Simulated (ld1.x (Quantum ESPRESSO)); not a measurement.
Building the TM potential for sulfur (S) (PBE, non-relativistic).

ld1.x (Quantum ESPRESSO) 7.5 input, shortened:

```
&input
   title='S', zed=16., rel=0, dft='PBE', iswitch=3,
   config='[Ne] 3s2 3p2'
 /
 &inputp
   pseudotype=2, tm=.true., lloc=-2, rcloc=1.15,
   nlcc=.true., new_core_ps=.true.
 /
2
3S  1  0   2.00   0.00  1.30  1.30  0.0
3P  2  1   2.00   0.00  1.65  1.65  0.0
 &test
   configts(1)='3s2 3p2'
 /
```

- Cutoffs needed: 40 Ry and 60 Ry (the cutoffs (Ry, on a coarse ladder) from which the occupation-weighted sum of valence levels, in a spherical-Bessel basis at the reference potential, stays within 10 and 1 mRy of its value at 400 Ry)
- Ghost test: no extra level below or beside the all-electron valence levels (s, p, d, f tested) (spherical-Bessel basis up to 400 Ry, 20 bohr box)
- Largest excitation error: +37 meV (all-electron minus pseudo) for 3s2 3p4.3, out of 7 test configurations
